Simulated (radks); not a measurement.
Results of a calculation; reference values are marked as such.
Effect of the nuclear size on neutral neon, [Ne]. Code: a radial shooting solver on a logarithmic mesh with Libxc functionals. Model: Dirac Kohn-Sham, BLYP, spin-unpolarised, spherical densities, finite nucleus; Fermi nuclear charge, rms radius 3.0055 fm. The rms radius is varied about that value; shifts are against it.

| rms radius (fm) | total energy shift (eV) | density at nucleus (e/bohr^3) | 1s1/2 shift (meV) |
|---|---|---|---|
| 2.5306 | -0.000347 | 649.2 | -0.143 |
| 2.7711 | -0.000179 | 648.8 | -0.073 |
| 3.0055 | 0 | 648.4 | 0.000 |
| 3.1948 | 0.000155 | 648.1 | 0.064 |
| 3.3962 | 0.000329 | 647.8 | 0.136 |

Slopes of the eigenvalues against <r^2> in GHz/fm^2, as finite differences over the two radii next to the reference (eigenvalue slopes, not the field-shift constants of lines): 1s1/2 13.1.
